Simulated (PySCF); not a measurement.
H₂BN, charge +1, quartet, at a GFN2-xTB geometry of the parent state (a state made from the parent by changing its charge; the spin is typed, not shown lowest); M062X/def2-SV(P) in PySCF.

The PySCF input:
```python
from pyscf import gto, scf, dft

mol = gto.Mole()
mol.atom = '''
    B     0.646870   -0.102911    0.453056
    N    -0.557219    0.030554   -0.109896
    H     1.468953    0.067312   -0.423870
    H    -0.802769    0.233367   -1.072139
'''
mol.basis = 'def2-sv(p)'
mol.charge = 1
mol.spin = 3
mol.verbose = 4
mol.build()

mf = dft.UKS(mol)
mf.xc = 'm062x'
mf.kernel()
```

**Question.** Write the output that PySCF gives for this input, abridged.

**Answer.** 
```
PySCF version 2.14.0

[INPUT] verbose = 4
[INPUT] num. atoms = 4
[INPUT] num. electrons = 13
[INPUT] charge = 1
[INPUT] spin (= nelec alpha-beta = 2S) = 3
[INPUT] symmetry False subgroup None
[INPUT] Mole.unit = angstrom
[INPUT] Symbol           X                Y                Z      unit          X                Y                Z       unit  Magmom
[INPUT]  1 B      0.646870000000  -0.102911000000   0.453056000000 AA    1.222407138197  -0.194473605205   0.856151759091 Bohr   0.0
[INPUT]  2 N     -0.557219000000   0.030554000000  -0.109896000000 AA   -1.052991301404   0.057738692010  -0.207673342185 Bohr   0.0
[INPUT]  3 H      1.468953000000   0.067312000000  -0.423870000000 AA    2.775918859858   0.127201244897  -0.800998212419 Bohr   0.0
[INPUT]  4 H     -0.802769000000   0.233367000000  -1.072139000000 AA   -1.517013551291   0.440999716511  -2.026049077465 Bohr   0.0

nuclear repulsion = 22.9700495805621
number of shells = 16
number of NR pGTOs = 56
number of NR cGTOs = 32
basis = def2-sv(p)
ecp = {}

******** <class 'pyscf.dft.uks.UKS'> ********
method = UKS
initial guess = minao
damping factor = 0
level_shift factor = 0
DIIS = <class 'pyscf.scf.diis.CDIIS'>
diis_start_cycle = 1
diis_space = 8
diis_damp = 0
SCF conv_tol = 1e-09
SCF conv_tol_grad = None
SCF max_cycles = 50
direct_scf = True
direct_scf_tol = 1e-13
number electrons alpha = 8  beta = 5
XC library pyscf.dft.libxc version 7.1.2
    S. Lehtola, C. Steigemann, M. J. T. Oliveira, and M. A. L. Marques,  SoftwareX 7, 1–5 (2018)
XC functionals = m062x
    Y. Zhao and D. G. Truhlar,  Theor. Chem. Acc. 120, 215 (2008)
    Y. Zhao and D. G. Truhlar,  Theor. Chem. Acc. 120, 215 (2008)
radial grids:
    Treutler-Ahlrichs [JCP 102, 346 (1995); DOI:10.1063/1.469408] (M4) radial grids

becke partition: Becke, JCP 88, 2547 (1988); DOI:10.1063/1.454033
pruning grids: <function nwchem_prune>
grids dens level: 3
symmetrized grids: False
atomic radii adjust function: <function treutler_atomic_radii_adjust>
small_rho_cutoff = 0
Set gradient conv threshold to 3.16228e-05
tot grids = 47568
init E= -80.634768120314

cycle= 1 E= -80.0317196156582  delta_E= 0.603  |g|= 0.336  |ddm|= 1.51

cycle= 2 E= -80.0731431707427  delta_E= -0.0414  |g|= 0.29  |ddm|= 0.68
cycle= 3 E= -80.1147544160561  delta_E= -0.0416  |g|= 0.0465  |ddm|= 0.252
cycle= 4 E= -80.1163354860238  delta_E= -0.00158  |g|= 0.0126  |ddm|= 0.071
cycle= 5 E= -80.1166683681652  delta_E= -0.000333  |g|= 0.00805  |ddm|= 0.0319
cycle= 6 E= -80.1167839437585  delta_E= -0.000116  |g|= 0.00465  |ddm|= 0.0153
cycle= 7 E= -80.1168433007014  delta_E= -5.94e-05  |g|= 0.00261  |ddm|= 0.0151
cycle= 8 E= -80.1168567616418  delta_E= -1.35e-05  |g|= 0.000585  |ddm|= 0.00808
cycle= 9 E= -80.116857650286  delta_E= -8.89e-07  |g|= 0.000186  |ddm|= 0.00242
cycle= 10 E= -80.1168577039079  delta_E= -5.36e-08  |g|= 2.53e-05  |ddm|= 0.000674
cycle= 11 E= -80.1168577046586  delta_E= -7.51e-10  |g|= 4.61e-06  |ddm|= 5.36e-05
Extra cycle  E= -80.1168577046865  delta_E= -2.79e-11  |g|= 1.93e-06  |ddm|= 9.15e-06
converged SCF energy = -80.1168577046865  <S^2> = 3.7562962  2S+1 = 4.0031469
```
